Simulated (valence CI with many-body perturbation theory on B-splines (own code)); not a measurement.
## Sm12+: electric-dipole lines

Calculated by relativistic CI+MBPT: four valence electrons over a frozen Dirac-Fock core [Kr] 4d10, a basis of 7 s, 7 p, 7 d, 7 f, 4 g, 2 h functions for each j, with the one-electron correlation potential Σ1 (screened to all orders), the two-electron term Σ2, the three-electron term Σ3, Breit, model QED; selected single and double excitations, second order for the rest, scaled by the run's own slope (own B-spline code, finite nucleus).

No measured spectrum was set against this ion. As an estimate, terms of the open shell hold to a few per cent of their energy, and close levels can change places; configurations with another count of f electrons can be misplaced by thousands of cm⁻¹.

Lines 151 to 200 of 530 in falling wavelength, among levels below 30.069 eV, chosen from the strongest by gf and those to the six lowest levels. Wavelengths and rates use the calculated energies, so an error of 2000 cm⁻¹ moves a line at 77.86 nm by 1.6 % and its rate by three times that or more. Electric multipoles are in the length gauge, E1 and E2 with the static RPA response of the core. Weak lines are less certain than strong ones. Lines between different terms over intervals too small for the method are left out, as are lines whose strength nearly cancels. Where a level lies close to another of its J and parity, the split of strength between their lines is uncertain. The highest levels of a list are the least certain.

Names give the largest LS component (configuration and term), which can be under half, so a name can repeat, a term be missing and a line seem to break the LS rules; names also repeat where a configuration has a term twice. Letters in brackets count levels of one name in rising energy.

| λ vac (nm) | Upper | Lower | A (s⁻¹) | S (a.u.) |
| --- | --- | --- | --- | --- |
| 77.86 | 4f3.5s 1H°_5 [b] | 4f2.5s2 3F_4 | 1.94e+04 | 4.98e-05 |
| 77.61 | 4f3.5s 3F°_2 [b] | 4f2.5s2 3F_3 | 8.45e+04 | 9.75e-05 |
| 76.44 | 4f3.5s 3F°_3 [b] | 4f2.5s2 3F_4 | 9.45e+04 | 1.46e-04 |
| 75.81 | 4f4 5G_3 | 4f3.5s 5F°_3 | 6.45e+05 | 9.71e-04 |
| 75.73 | 4f3.5s 3H°_4 [b] | 4f2.5s2 3H_4 | 8.97e+04 | 1.73e-04 |
| 75.69 | 4f3.5s 1I°_6 | 4f2.5s2 3H_5 | 2.17e+04 | 6.04e-05 |
| 75.48 | 4f4 3H_5 | 4f3.5s 5F°_4 | 3.47e+05 | 8.09e-04 |
| 75.32 | 4f4 5G_2 | 4f3.5s 5F°_2 | 8.15e+05 | 8.59e-04 |
| 75.04 | 4f4 5G_3 | 4f3.5s 5F°_2 | 1.10e+06 | 1.60e-03 |
| 74.95 | 4f4 5G_4 | 4f3.5s 5F°_4 | 4.48e+05 | 8.37e-04 |
| 74.78 | 4f4 5G_2 | 4f3.5s 5F°_1 | 1.92e+06 | 1.99e-03 |
| 74.26 | 4f4 5G_4 | 4f3.5s 5F°_3 | 7.78e+05 | 1.42e-03 |
| 73.75 | 4f4 5G_6 | 4f3.5s 5F°_5 | 3.78e+05 | 9.74e-04 |
| 73.54 | 4f4 5G_5 | 4f3.5s 5F°_4 | 4.25e+05 | 9.17e-04 |
| 72.58 | 4f3.5s 3G°_5 [c] | 4f2.5s2 1G_4 | 5.11e+05 | 1.06e-03 |
| 72.53 | 4f2.5s.5p 3H°_5 [a] | 4f2.5s2 1I_6 | 3.42e+05 | 7.08e-04 |
| 72.18 | 4f3.5s 1F°_3 [a] | 4f2.5s2 3F_4 | 3.83e+04 | 4.98e-05 |
| 71.03 | 4f3.5s 1H°_5 [b] | 4f2.5s2 3H_4 | 2.85e+04 | 5.55e-05 |
| 70.57 | 4f2.5s.5p 5D°_3 [a] | 4f2.5s2 3P_2 | 3.17e+06 | 3.85e-03 |
| 70.56 | 4f4 3F_4 | 4f3.5s 5F°_5 | 6.15e+05 | 9.59e-04 |
| 70.39 | 4f2.5s.5p 3H°_6 [a] | 4f2.5s2 1I_6 | 1.98e+06 | 4.42e-03 |
| 69.79 | 4f2.5s.5p 5F°_2 | 4f2.5s2 3P_1 | 4.03e+06 | 3.38e-03 |
| 69.56 | 4f2.5s.5p 5F°_1 | 4f2.5s2 3P_1 | 1.45e+06 | 7.20e-04 |
| 69.54 | 4f2.5s.5p 5G°_3 [a] | 4f2.5s2 1D_2 | 8.94e+05 | 1.04e-03 |
| 69.53 | 4f2.5s.5p 5H°_7 | 4f2.5s2 1I_6 | 3.68e+05 | 9.16e-04 |
| 69.42 | 4f3.5s 3G°_5 [c] | 4f2.5s2 3F_4 | 2.37e+05 | 4.31e-04 |
| 69.04 | 4f3.5s 3G°_4 [c] | 4f2.5s2 3F_4 | 2.36e+04 | 3.44e-05 |
| 68.83 | 4f2.5s.5p 5F°_1 | 4f2.5s2 3P_0 | 2.16e+06 | 1.04e-03 |
| 68.81 | 4f3.5s 3G°_4 [c] | 4f2.5s2 3F_3 | 3.88e+05 | 5.61e-04 |
| 68.77 | 4f2.5s.5p 5G°_5 [a] | 4f2.5s2 1I_6 | 2.00e+06 | 3.52e-03 |
| 68.60 | 4f3.5s 3G°_3 [c] | 4f2.5s2 3F_4 | 7.34e+04 | 8.19e-05 |
| 68.04 | 4f3.5s 3G°_5 [c] | 4f2.5s2 3H_6 | 6.98e+04 | 1.19e-04 |
| 67.12 | 4f2.5s.5p 3I°_5 [a] | 4f2.5s2 1I_6 | 2.64e+06 | 4.34e-03 |
| 67.05 | 4f2.5s.5p 3G°_3 [a] | 4f2.5s2 3P_2 | 1.46e+06 | 1.52e-03 |
| 67.03 | 4f2.5s.5p 5I°_4 | 4f2.5s2 3F_4 | 2.82e+04 | 3.77e-05 |
| 66.92 | 4f3.5s 3G°_3 [c] | 4f2.5s2 3F_2 | 1.41e+05 | 1.46e-04 |
| 66.28 | 4f3.5s 1F°_3 [a] | 4f2.5s2 3H_4 | 3.66e+04 | 3.68e-05 |
| 65.92 | 4f3.5s 3G°_5 [c] | 4f2.5s2 3H_5 | 2.78e+04 | 4.33e-05 |
| 65.92 | 4f2.5s.5p 5F°_1 | 4f2.5s2 1D_2 | 1.86e+06 | 7.87e-04 |
| 65.90 | 4f2.5s.5p 3G°_3 [b] | 4f2.5s2 3P_2 | 1.08e+06 | 1.07e-03 |
| 65.69 | 4f3.5s 1G°_4 [b] | 4f2.5s2 3F_4 | 3.10e+04 | 3.91e-05 |
| 65.63 | 4f2.5s.5p 5D°_3 [a] | 4f2.5s2 1D_2 | 6.37e+06 | 6.22e-03 |
| 65.58 | 4f3.5s 3G°_4 [c] | 4f2.5s2 3H_5 | 1.82e+05 | 2.28e-04 |
| 65.54 | 4f2.5s.5p 5H°_3 | 4f2.5s2 1G_4 | 1.28e+06 | 1.24e-03 |
| 65.48 | 4f3.5s 1G°_4 [b] | 4f2.5s2 3F_3 | 1.09e+05 | 1.36e-04 |
| 64.92 | 4f2.5s.5p 3F°_2 [b] | 4f2.5s2 3P_2 | 2.46e+06 | 1.66e-03 |
| 64.86 | 4f2.5s.5p 5I°_5 | 4f2.5s2 3F_4 | 6.16e+05 | 9.13e-04 |
| 64.78 | 4f2.5s.5p 3G°_5 [a] | 4f2.5s2 1I_6 | 1.21e+06 | 1.78e-03 |
| 63.96 | 4f2.5s.5p 3I°_6 [a] | 4f2.5s2 1I_6 | 8.87e+06 | 1.49e-02 |
| 63.91 | 4f2.5s.5p 3H°_5 [a] | 4f2.5s2 1G_4 | 1.67e+06 | 2.37e-03 |
